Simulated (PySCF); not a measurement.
## Ionisation energy of V⁺ by level of theory

V⁺ [Ar] 3d4 (5D) → V²⁺ [Ar] 3d3 (4F), as a difference of total energies. All numbers are calculated (PySCF 2.14, the spin-free X2C one-electron Hamiltonian (Gaussian nucleus), in x2c-TZVPPall). Correlated levels: valence: [Ar] frozen. The calculations carry no spin-orbit coupling.

| method | ionisation energy (eV) |
| --- | --- |
| UHF | 13.177 |
| MP2 (valence) | 13.923 |
| SCS-MP2 (valence) | 13.426 |
| CCSD (valence) | 14.006 |
| CCSD(T) (valence) | 14.026 |

Task: How much does correlation contribute at CCSD(T) (valence)?

Result: 14.026 − (13.177) = 0.849 eV, measured against UHF.

A first-order spin-orbit estimate (lowest level to lowest level, LS coupling) adds -0.016 eV.

Errors of the correlated levels include the incompleteness of this basis and the frozen core.

For comparison: 14.634 ± 0.007 eV (measured; NIST Atomic Spectra Database, ionization energies).
